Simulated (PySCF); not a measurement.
C₆H₈N (doublet state).
Geometry (GFN2-xTB, Å), atoms numbered from 1 in this order:
```xyz
15
C6H8N angstrom
C     -1.8806    1.1219   -0.2879
C     -1.7967   -0.2506   -0.0809
N     -2.6237   -1.0259   -0.7108
C     -0.7231   -0.7511    0.8781
C      0.5868   -0.3288    0.4202
C      1.6530    0.0257    0.0025
C      2.9487    0.4449   -0.4863
H     -2.6343    1.5128   -0.9458
H     -1.2051    1.8010    0.1990
H     -2.5131   -2.0166   -0.5075
H     -0.7537   -1.8434    0.9450
H     -0.9111   -0.3391    1.8747
H      3.2034    1.4243   -0.0812
H      3.7123   -0.2716   -0.1833
H      2.9327    0.5046   -1.5746
```

The hyperfine couplings belong to this conformer and change with its torsions.

As a line formula: `[H]/N=C(/[CH2])CC#CC` [radical].

The calculation used UKS B3LYP, pcH-1 on C H N, non-relativistic, mean-field spin-orbit, GIAO in PySCF. The structure is a single GFN2-xTB conformer in the gas phase; no vibrational or solvent corrections. A GFN2-xTB geometry isn't a minimum of the functional, and hyperfine couplings can be far from their values at a DFT geometry. No stability test was run, so a lower SCF solution isn't excluded. ⟨S²⟩ is 0.774 where a pure state has 0.75.

Q: Break the g tensor into its mass correction, gauge correction and orbital-Zeeman/spin–orbit terms.

A: 
```json
{"Δg (ppm)": "relativistic mass correction", "1": "-169", "2": "-169", "3": "-169"}
{"Δg (ppm)": "gauge correction", "1": "-9", "2": "34", "3": "40"}
{"Δg (ppm)": "orbital Zeeman/spin–orbit", "1": "32", "2": "889", "3": "2731"}
{"Δg (ppm)": "total", "1": "-147", "2": "754", "3": "2602"}
```

So g = 2.00217, 2.00307, 2.00492 and g_iso = 2.00339; the tensor is rhombic: the two nearest values differ by 33 % of g3 − g1. Axes: g2 points within 7° of the C2–C4 bond.

Q: What are the electron Larmor frequencies g μB B/h along the three axes at 330 mT?

A: 9.2476, 9.2517, 9.2603 GHz for g1, g2 and g3, a range of 12.7 MHz.

Q: What effective moment and Curie constant follow for a powder?

A: With the mean of g² = 4.0136 and S(S+1) = 0.75: μ_eff = √(⟨g²⟩S(S+1)) = 1.735 μB and χT = 0.12505·⟨g²⟩·S(S+1) = 0.376 cm³ K/mol (cgs; spin-Hamiltonian part alone).

Q: In a frozen sample, at which fields do the three g values resonate at 9.5, 34, 94 and 263 GHz (hyperfine left aside), and which band first spreads them over more than twice a line width of 0.3 mT?

A: 
```json
{"band": "X", "GHz": "9.5", "B(g3) mT": "338.54", "B(g2) mT": "338.86", "B(g1) mT": "339.01", "spread mT": "0.46"}
{"band": "Q", "GHz": "34.0", "B(g3) mT": "1211.63", "B(g2) mT": "1212.75", "B(g1) mT": "1213.29", "spread mT": "1.66"}
{"band": "W", "GHz": "94.0", "B(g3) mT": "3349.80", "B(g2) mT": "3352.89", "B(g1) mT": "3354.40", "spread mT": "4.60"}
{"band": "J", "GHz": "263.0", "B(g3) mT": "9372.32", "B(g2) mT": "9380.96", "B(g1) mT": "9385.18", "spread mT": "12.87"}
```

The spread grows in proportion to the frequency. Q band is the first where it exceeds 0.6 mT.

Largest spin populations (Mulliken): C1 (+0.82), N3 (+0.47) and C2 (-0.21). The positive populations add up to 1.31 and the negative ones to -0.31, together 2S = 1. The angles at C1 add up to 360.0°, so it is planar; its axial dipolar tensor and the negative couplings of its protons fit spin in a p orbital normal to that plane.

The HOMO–LUMO gaps are 6.66 eV among the α and 3.94 eV among the β orbitals.

Time: 50 s wall (with the writing of density and orbital grids); peak memory 0.91 GiB. Hardware: one thread, Arm Neoverse V1 (aarch64), shared host.
